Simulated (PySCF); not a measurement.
TiC: frontier orbitals

RHF at R = 1.608 Å; basis Ti x2c-TZVPPall, C x2c-TZVPPall; spin-free X2C with a Gaussian nucleus; PySCF 2.14. State: ¹Σ⁺ (singlet), closed shell. Only the outer orbitals are listed, counted within each symmetry.

```csv
orbital,occ.,ε (eV),on Ti (%),main shells (%)
6σ,2,-48.53,97,97 Ti p
2π,2,-48.04,100,100 Ti p
2π,2,-48.04,100,100 Ti p
7σ,2,-16.82,25,"75 C s, 16 Ti d"
8σ,2,-7.49,71,"56 Ti d, 22 C p, 9 Ti p"
3π,2,-7.24,46,"54 C p, 39 Ti d"
3π,2,-7.24,46,"54 C p, 39 Ti d"
9σ,0,-0.54,80,"52 Ti p, 25 Ti s, 14 C p"
4π,0,1.51,98,"72 Ti p, 26 Ti d"
4π,0,1.51,98,"72 Ti p, 26 Ti d"
```

Problem. Which are the highest filled and the lowest empty level, where do they sit, and how wide is the gap?

Solution. Highest filled 3π at -7.24 eV (in %: 54 C p, 39 Ti d); lowest empty 9σ at -0.54 eV (in %: 52 Ti p, 25 Ti s, 14 C p); the gap at RHF is 6.70 eV.

The bond order (Mayer) is 3.25 and the ⟨S²⟩ is 0.000. The charge on Ti (Mulliken, basis-dependent) is 0.37 and the charge on Ti (Löwdin, basis-dependent) is 0.20. The dipole moment (positive dipole means Ti(−)C(+)) is -8.33 D, the polarisability along the bond is 59.8 bohr³ and the polarisability across the bond is 39.2 bohr³.
